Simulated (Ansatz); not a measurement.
Consider the isomerisation: `C[SiH2][SiH2]Br` → `[SiH3]C[SiH2]Br`.

Computed with Ansatz on PBE0-D4/def2-TZVP structures; ΔE is electronic, products minus reactants. CCSD(T)/CBS is the MP2 limit (def2-TZVPP, def2-QZVPP) plus CCSD(T) − MP2 in def2-TZVPP, frozen cores. DFT in def2-TZVPP. For Br outer-core shells are correlated without core-valence functions, which leaves a few kJ/mol of doubt a bond. Scalar relativity is left out up to krypton. One conformer a species, not always the lowest.

Problem. Is it downhill or uphill in electronic energy at CCSD(T)/CBS, and by how much? (An estimate is asked.)

Solution. Computed: Downhill: ΔE = -0.09 eV.

Problem. What do these levels give: r2SCAN-D4, ωB97M-V, B2PLYP, PBE, r2SCAN, SCS-MP2/def2-TZVPP, CCSD/def2-TZVPP, MP2/def2-QZVPP, SCS-MP2/def2-QZVPP, HF/CBS(def2), MP2/CBS(def2), CCSD/CBS(def2)? (Estimate.)

Solution. The calculation gave: r2SCAN-D4 -0.03, ωB97M-V -0.12, B2PLYP -0.09, PBE 0.05, r2SCAN -0.04, SCS-MP2/def2-TZVPP -0.16, CCSD/def2-TZVPP -0.10, MP2/def2-QZVPP -0.16, SCS-MP2/def2-QZVPP -0.16, HF/CBS(def2) -0.15, MP2/CBS(def2) -0.15, CCSD/CBS(def2) -0.10 eV.

Largest T1 diagnostic among the species: 0.009.

From PBE to PBE0 (25 % exact exchange), in def2-TZVPP and without D4, ΔE moves by −0.04 eV.
